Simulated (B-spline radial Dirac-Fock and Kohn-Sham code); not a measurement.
**I 2s: cross section and angular parameters**

System: atomic iodine, [Kr] 4d10 5s2 5p5; threshold 5188.0 eV (tabulated edge). Model: Dirac-Hartree-Slater photoionisation with a Latter tail; cross sections with all multipoles, angular parameters from the dipole term and its interference with E2. Program: a radial finite-basis atomic code.

The run's input, task.json:

```json
{"items": [{
  "Z": 53,
  "q": 0,
  "cfg": [[1, 0, 2], [2, 0, 2], [2, 1, 6], [3, 0, 2], [3, 1, 6], [3, 2, 10], [4, 0, 2], [4, 1, 6], [4, 2, 10], [5, 0, 2], [5, 1, 5]],
  "A": 127,
  "rrms": 4.75,
  "do": "xps",
  "hv": [58.5, 67.4, 70.4, 80, 100, 106.0, 134.0, 150, 300.0, 349.0, 359.0, 405.0, 755.0, 819.0, 982.0, 1060.0, 2000, 2830.0, 4000, 5414.7, 5680.0, 6000, 7770.0, 8510.0, 9251.7, 9410.0, 9550.0, 10000.0, 10800.0, 12100.0],
  "edges": {"K": 33169.0, "L1": 5188.0, "L2": 4852.0, "L3": 4557.0, "M1": 1072.0, "M2": 931.0, "M3": 875.0, "M4": 630.8, "M5": 619.3, "N1": 186.0, "N2": 123.0, "N3": 123.0}
}]}
```

Run with: `python xray2_run.py task.json out`

```
hν (eV)  σ (kb)      β       γ
 5414.7    23.2  1.988   0.990
   5680    21.4  1.988   0.631
   6000    19.5  1.988   0.370
   7770    12.3  1.990  -0.083
   8510    10.3  1.990  -0.097
 9251.7    8.81  1.990  -0.071
   9410    8.52  1.990  -0.063
   9550    8.28  1.990  -0.054
  10000       ?      ?       ?
  10800    6.49  1.990   0.048
  12100    5.15  1.990   0.180
```

Question: Give the values at 10000 eV.

Answer: σ = 7.56 kb, β = 1.990, γ = -0.022. For an s subshell δ is negligible.

Values without a named source are computed, but for edge energies of neutral atoms, which are taken from tables.
